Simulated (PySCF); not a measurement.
Isomers of C3H5GeN. Level of theory: PBE0-D3(BJ)/def2-SVP geometry optimisation, gas phase (PySCF). Energies are electronic, without zero-point or thermal terms, for one conformer each. No frequencies were run at this level. Point groups hold within 0.08 Å.

**Question.** Rank from lowest to highest electronic energy at this level (kcal/mol).
A. `[H]/[N:5]=[CH:4]\[GeH2:3][C:2]#[CH:1]` with C2–Ge3–C4–N5 0°
B. `[CH:1]#[C:2][GeH2:3][N:4]=[CH2:5]` with C2–Ge3–N4–C5 0°
C. `[CH2:1]=[CH:2][GeH2:3][C:4]#[N:5]` with C1–C2–Ge3–C4 -115°

**Answer.** C (0.0), B (31.9), A (35.6).

As drawn, the lowest has a C≡N group and a C=C bond outside aromatic rings, which the highest lacks; the highest has a C≡C bond, a C=N bond and an N–H bond, which the lowest lacks.

| SMILES | E (Eh) | E rel (kcal/mol) | dipole (D) | point group | A, B, C (MHz) |
| --- | --- | --- | --- | --- | --- |
| C=[CH][GeH2][C]#N | -2248.17979 | 0.0 | 4.22 | C1 | 6607, 1980, 1638 |
| C#[C][GeH2][N]=C | -2248.12903 | 31.9 | 1.64 | Cs | 4655, 2769, 1776 |
| [H]/N=[CH]\[GeH2][C]#C | -2248.12312 | 35.6 | 1.57 | Cs | 4122, 2855, 1724 |
